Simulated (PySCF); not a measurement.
A geometry optimisation, step by step.

Compound: C₅H₈OSi.
Bonds: Si1–C2, C2–C3, C3–C4 (aromatic), C4–C5 (aromatic), C5–C6 (aromatic), C6–O7 (aromatic), C3–O7 (aromatic). Hydrogens: H8, H9, H10 on Si1; H11, H12 on C2; H13 on C4; H14 on C5; H15 on C6.

Method: PBE0-D3(BJ)/def2-SVP geometry optimisation, gas phase (PySCF 2.14.0); density fitting, grid level 1; the optimiser is geomeTRIC in internal coordinates, started from a GFN2-xTB structure with every atom displaced at random (about 0.01 Å). The frame can shift and turn from step to step; on so coarse a grid that alone can change the energy by a few meV, and forces under 0.02 eV/Å are noise.

Step 0: E = -15219.8355 eV, largest atomic force 3.012 eV/Å
```
atom  x, y, z in Å  |  force x, y, z in eV/Å
Si1    -2.288    0.142    0.527   -0.141   0.163  -0.750
C2     -1.063   -0.831   -0.534    0.145   0.420   0.421
C3      0.286   -0.286   -0.351    2.253  -0.232   0.973
C4      1.376   -0.681    0.445   -2.742   0.055  -1.245
C5      2.377    0.258    0.248    0.546   0.733  -0.109
C6      1.892    1.177   -0.630    0.024  -0.746   0.419
O7      0.649    0.849   -0.995   -0.873  -0.131  -0.236
H8     -1.929    0.024    1.928    0.189  -0.137   0.813
H9     -2.253    1.580    0.152    0.010   0.109  -0.056
H10    -3.648   -0.381    0.290   -0.402  -0.110   0.034
H11    -1.075   -1.881   -0.240   -0.033  -0.311   0.058
H12    -1.325   -0.759   -1.578   -0.407  -0.039  -0.750
H13     1.341   -1.538    1.070    0.229  -0.845   0.680
H14     3.329    0.267    0.727    0.835   0.083   0.274
H15     2.318    2.042   -1.065    0.369   0.988  -0.525
```

Step 1: E = -15220.0006 eV, largest atomic force 0.539 eV/Å
```
atom  x, y, z in Å  |  force x, y, z in eV/Å
Si1    -2.311   -0.357    0.323    0.077   0.057   0.146
C2     -0.982   -1.294   -0.659   -0.023  -0.174  -0.165
C3      0.381   -0.777   -0.382   -0.470   0.227   0.134
C4      1.311   -1.078    0.570    0.454  -0.157  -0.099
C5      2.372   -0.123    0.403    0.056  -0.230   0.222
C6      1.980    0.695   -0.605   -0.068   0.349  -0.219
O7      0.768    0.318   -1.075    0.155  -0.040  -0.010
H8     -1.989   -0.477    1.780   -0.037   0.026  -0.045
H9     -2.300    1.083   -0.071   -0.014   0.020   0.013
H10    -3.679   -0.913    0.090    0.018  -0.042  -0.067
H11    -1.031   -2.359   -0.383   -0.030   0.018  -0.018
H12    -1.216   -1.222   -1.737    0.072  -0.021   0.100
H13     1.279   -1.918    1.265   -0.041   0.123  -0.028
H14     3.312   -0.070    0.954   -0.122   0.016  -0.018
H15     2.422    1.574   -1.079   -0.028  -0.172   0.053
```

Step 2: E = -15220.0128 eV, largest atomic force 0.190 eV/Å
```
atom  x, y, z in Å  |  force x, y, z in eV/Å
Si1    -2.321   -0.352    0.328    0.010   0.018   0.025
C2     -0.988   -1.291   -0.648    0.055  -0.103   0.000
C3      0.374   -0.776   -0.363    0.075   0.153  -0.007
C4      1.337   -1.088    0.557    0.042  -0.095   0.071
C5      2.384   -0.121    0.402   -0.070  -0.137  -0.112
C6      1.983    0.695   -0.610   -0.119   0.044  -0.016
O7      0.769    0.310   -1.069    0.049   0.117   0.006
H8     -2.036   -0.481    1.789   -0.010   0.007  -0.008
H9     -2.309    1.092   -0.053    0.000  -0.003   0.010
H10    -3.678   -0.917    0.049    0.005  -0.013  -0.029
H11    -1.046   -2.358   -0.382   -0.010   0.008   0.013
H12    -1.206   -1.212   -1.725    0.012  -0.001   0.004
H13     1.311   -1.922    1.255   -0.033   0.024   0.045
H14     3.318   -0.059    0.956   -0.011  -0.004   0.005
H15     2.424    1.563   -1.093    0.006  -0.016  -0.009
```

Step 3: E = -15220.0144 eV, largest atomic force 0.371 eV/Å
```
atom  x, y, z in Å  |  force x, y, z in eV/Å
Si1    -2.333   -0.356    0.330   -0.043  -0.020  -0.084
C2     -0.981   -1.282   -0.633    0.023   0.060   0.032
C3      0.372   -0.750   -0.346    0.051  -0.032   0.033
C4      1.340   -1.090    0.562   -0.080   0.215  -0.269
C5      2.393   -0.140    0.379    0.181   0.110   0.047
C6      1.991    0.704   -0.613   -0.075  -0.316   0.181
O7      0.768    0.337   -1.054   -0.143  -0.070   0.031
H8     -2.083   -0.484    1.796    0.009  -0.010   0.021
H9     -2.338    1.089   -0.044    0.009  -0.009   0.007
H10    -3.670   -0.947    0.010   -0.010   0.014   0.010
H11    -1.033   -2.350   -0.370    0.022   0.010   0.027
H12    -1.189   -1.203   -1.710   -0.054   0.001  -0.059
H13     1.303   -1.914    1.269   -0.004  -0.029   0.022
H14     3.332   -0.094    0.921    0.081   0.010   0.033
H15     2.444    1.560   -1.101    0.032   0.067  -0.033
```

Step 4: E = -15220.0162 eV, largest atomic force 0.247 eV/Å
```
atom  x, y, z in Å  |  force x, y, z in eV/Å
Si1    -2.344   -0.359    0.326   -0.033  -0.022  -0.061
C2     -0.981   -1.278   -0.629    0.011   0.051   0.045
C3      0.371   -0.742   -0.340    0.009  -0.039   0.101
C4      1.345   -1.079    0.561   -0.060  -0.122  -0.045
C5      2.413   -0.147    0.377   -0.195   0.115  -0.098
C6      1.991    0.696   -0.607    0.159   0.084  -0.042
O7      0.761    0.347   -1.043    0.080  -0.089   0.099
H8     -2.103   -0.485    1.794    0.004  -0.009   0.015
H9     -2.352    1.087   -0.047    0.007  -0.001   0.003
H10    -3.676   -0.956   -0.005   -0.006   0.014   0.010
H11    -1.029   -2.345   -0.365    0.014   0.005   0.020
H12    -1.189   -1.199   -1.707   -0.028  -0.009  -0.032
H13     1.305   -1.904    1.268   -0.004  -0.041   0.005
H14     3.361   -0.108    0.909    0.015   0.011  -0.002
H15     2.443    1.552   -1.098    0.029   0.053  -0.018
```

Step 5: E = -15220.0189 eV, largest atomic force 0.129 eV/Å
```
atom  x, y, z in Å  |  force x, y, z in eV/Å
Si1    -2.346   -0.357    0.322    0.003   0.001   0.006
C2     -0.982   -1.279   -0.627    0.017  -0.008  -0.001
C3      0.373   -0.752   -0.338   -0.014   0.075  -0.034
C4      1.350   -1.088    0.557    0.035  -0.097   0.077
C5      2.408   -0.140    0.380    0.028  -0.032   0.014
C6      1.993    0.700   -0.606   -0.035   0.030  -0.011
O7      0.764    0.339   -1.038   -0.006   0.060  -0.069
H8     -2.102   -0.484    1.790   -0.008  -0.001  -0.002
H9     -2.344    1.088   -0.053    0.001   0.005   0.003
H10    -3.684   -0.943   -0.002    0.007   0.000  -0.007
H11    -1.032   -2.346   -0.360   -0.004   0.000   0.011
H12    -1.193   -1.203   -1.707    0.012  -0.017   0.013
H13     1.318   -1.921    1.257    0.003   0.014  -0.003
H14     3.355   -0.096    0.915   -0.020  -0.008  -0.010
H15     2.440    1.562   -1.095   -0.018  -0.022   0.015
```

Step 6: E = -15220.0197 eV, largest atomic force 0.046 eV/Å
```
atom  x, y, z in Å  |  force x, y, z in eV/Å
Si1    -2.349   -0.355    0.319    0.000   0.002  -0.007
C2     -0.980   -1.278   -0.622    0.007   0.016  -0.011
C3      0.374   -0.747   -0.336   -0.009  -0.029  -0.013
C4      1.354   -1.094    0.553   -0.009   0.024  -0.020
C5      2.410   -0.145    0.377    0.027   0.001   0.007
C6      1.991    0.704   -0.602    0.018  -0.009   0.001
O7      0.762    0.346   -1.035   -0.028   0.007   0.035
H8     -2.114   -0.476    1.790   -0.004  -0.004   0.001
H9     -2.349    1.090   -0.059    0.002   0.001   0.003
H10    -3.683   -0.946   -0.012    0.001   0.002  -0.003
H11    -1.028   -2.344   -0.349    0.001   0.003   0.013
H12    -1.190   -1.208   -1.702   -0.004  -0.017  -0.003
H13     1.322   -1.930    1.250    0.000   0.005  -0.003
H14     3.358   -0.104    0.908    0.001  -0.001  -0.002
H15     2.438    1.568   -1.086   -0.002  -0.002   0.005
```

Step 7: E = -15220.0203 eV, largest atomic force 0.058 eV/Å
```
atom  x, y, z in Å  |  force x, y, z in eV/Å
Si1    -2.355   -0.352    0.314   -0.003   0.004  -0.015
C2     -0.979   -1.278   -0.614   -0.001   0.025   0.001
C3      0.374   -0.743   -0.329    0.016  -0.024   0.011
C4      1.360   -1.099    0.550   -0.018   0.028  -0.048
C5      2.418   -0.151    0.371   -0.001   0.028   0.005
C6      1.990    0.708   -0.595    0.013  -0.043   0.018
O7      0.757    0.357   -1.019   -0.022  -0.006   0.021
H8     -2.136   -0.469    1.786    0.000  -0.006   0.002
H9     -2.354    1.091   -0.068    0.002  -0.002   0.003
H10    -3.684   -0.946   -0.032   -0.003   0.003   0.000
H11    -1.026   -2.341   -0.336    0.004   0.005   0.014
H12    -1.185   -1.214   -1.695   -0.007  -0.016  -0.012
H13     1.333   -1.939    1.241    0.004  -0.011  -0.002
H14     3.371   -0.117    0.893    0.013   0.001   0.005
H15     2.434    1.576   -1.074    0.004   0.014  -0.003
```

Step 8: E = -15220.0218 eV, largest atomic force 0.057 eV/Å
```
atom  x, y, z in Å  |  force x, y, z in eV/Å
Si1    -2.369   -0.339    0.292    0.002   0.015  -0.006
C2     -0.976   -1.280   -0.592   -0.020   0.014  -0.006
C3      0.376   -0.741   -0.311    0.017  -0.037   0.029
C4      1.383   -1.122    0.532   -0.013   0.036  -0.042
C5      2.434   -0.166    0.360   -0.044   0.024  -0.009
C6      1.981    0.723   -0.566    0.015  -0.016   0.013
O7      0.738    0.383   -0.973    0.015  -0.021   0.025
H8     -2.191   -0.437    1.772    0.005  -0.006   0.000
H9     -2.357    1.100   -0.107    0.000  -0.005   0.002
H10    -3.688   -0.937   -0.082   -0.008   0.002   0.002
H11    -1.022   -2.336   -0.287    0.001   0.006   0.012
H12    -1.175   -1.247   -1.676   -0.002  -0.014  -0.014
H13     1.373   -1.984    1.196    0.005  -0.022  -0.004
H14     3.400   -0.146    0.860    0.015   0.002   0.009
H15     2.410    1.609   -1.025    0.010   0.022  -0.008
```

Step 9: E = -15220.0232 eV, largest atomic force 0.046 eV/Å
```
atom  x, y, z in Å  |  force x, y, z in eV/Å
Si1    -2.379   -0.317    0.262    0.007   0.022   0.007
C2     -0.973   -1.289   -0.568   -0.023  -0.017  -0.018
C3      0.379   -0.748   -0.294    0.018  -0.007   0.020
C4      1.412   -1.155    0.504    0.011   0.015  -0.021
C5      2.449   -0.180    0.350   -0.045   0.006   0.008
C6      1.963    0.745   -0.521   -0.013  -0.016  -0.013
O7      0.713    0.409   -0.912    0.025   0.014   0.018
H8     -2.243   -0.387    1.748    0.009  -0.003  -0.002
H9     -2.347    1.112   -0.166   -0.003  -0.005   0.000
H10    -3.692   -0.915   -0.135   -0.007  -0.001   0.003
H11    -1.024   -2.332   -0.223   -0.004   0.004   0.007
H12    -1.165   -1.299   -1.654    0.008  -0.007  -0.006
H13     1.429   -2.048    1.126    0.003  -0.017  -0.004
H14     3.428   -0.173    0.824    0.005   0.003   0.013
H15     2.369    1.659   -0.947    0.009   0.010  -0.010
```

Step 10: E = -15220.0238 eV, largest atomic force 0.037 eV/Å
```
atom  x, y, z in Å  |  force x, y, z in eV/Å
Si1    -2.376   -0.308    0.251    0.004   0.012   0.007
C2     -0.973   -1.295   -0.565   -0.015  -0.015  -0.025
C3      0.379   -0.754   -0.294   -0.008  -0.004   0.024
C4      1.418   -1.168    0.492    0.009   0.017   0.002
C5      2.447   -0.182    0.354   -0.009  -0.018  -0.018
C6      1.954    0.752   -0.504   -0.024   0.022   0.018
O7      0.704    0.417   -0.893    0.034  -0.013  -0.008
H8     -2.242   -0.365    1.738    0.007   0.001  -0.002
H9     -2.337    1.118   -0.190   -0.004  -0.003  -0.002
H10    -3.691   -0.903   -0.143   -0.004  -0.001   0.003
H11    -1.026   -2.333   -0.204   -0.003   0.004   0.004
H12    -1.164   -1.323   -1.652    0.008  -0.001   0.000
H13     1.444   -2.072    1.096   -0.001  -0.005  -0.001
H14     3.427   -0.176    0.826    0.001   0.001   0.003
H15     2.353    1.674   -0.917    0.004   0.002  -0.002
```

Step 11: E = -15220.0240 eV, largest atomic force 0.024 eV/Å
```
atom  x, y, z in Å  |  force x, y, z in eV/Å
Si1    -2.369   -0.301    0.244   -0.002  -0.002   0.004
C2     -0.974   -1.302   -0.570    0.003  -0.010  -0.019
C3      0.379   -0.761   -0.299   -0.006   0.010   0.002
C4      1.418   -1.175    0.487    0.012  -0.018   0.010
C5      2.442   -0.183    0.359    0.009  -0.008   0.003
C6      1.946    0.756   -0.492   -0.011   0.003  -0.009
O7      0.700    0.414   -0.890   -0.004   0.018   0.004
H8     -2.223   -0.349    1.730    0.004   0.004  -0.001
H9     -2.326    1.121   -0.207   -0.003   0.001  -0.004
H10    -3.691   -0.891   -0.134    0.001  -0.001   0.002
H11    -1.031   -2.336   -0.199   -0.003   0.002   0.001
H12    -1.165   -1.338   -1.657    0.008   0.005   0.005
H13     1.448   -2.085    1.083   -0.003   0.005   0.002
H14     3.420   -0.175    0.835   -0.006   0.001   0.001
H15     2.341    1.684   -0.897    0.000  -0.009   0.000
```

Task: Summarise the path.

Result: The energy falls by 4.35 kcal/mol from step 0 to step 11; nine tenths of that is first reached at step 2. It falls at every step. The largest force goes from 3.012 to 0.024 eV/Å. Among the bonds C4–C5 changes most, from 1.387 to 1.431 Å; the atoms move by 0.126 Å rms after alignment.

Task: Follow the three bonds and two angles with the largest change from start to end.

Result: 
```
step  E above end (kcal/mol)  largest force (eV/Å)  C4–C5 (Å)  Si1–H8 (Å)  C3–C4 (Å)  Si1–C2–C3 (°)  C3–C4–H13 (°)
   0                    4.35                 3.012      1.387       1.451      1.407          109.6          122.3
   1                    0.54                 0.539      1.437       1.497      1.364          112.0          126.5
   2                    0.26                 0.190      1.433       1.494      1.368          111.9          126.1
   3                    0.22                 0.371      1.429       1.492      1.370          112.1          126.5
   4                    0.18                 0.247      1.429       1.493      1.369          112.4          126.0
   5                    0.12                 0.129      1.431       1.494      1.367          112.7          126.1
   6                    0.10                 0.046      1.431       1.494      1.368          112.8          126.2
   7                    0.09                 0.058      1.431       1.494      1.368          113.0          126.2
   8                    0.05                 0.057      1.431       1.494      1.368          113.6          126.2
   9                    0.02                 0.046      1.432       1.494      1.368          114.1          126.1
  10                    0.01                 0.037      1.432       1.494      1.367          113.9          126.1
  11                    0.00                 0.024      1.431       1.494      1.367          113.6          126.1
```

What follows is the cost of the whole optimisation. Time: 4.4 min of wall time; peak memory 0.62 GiB. Hardware: one thread, Intel Xeon at 2.50 GHz (x86_64), shared host with 64 logical CPUs at a one-minute load of 63.
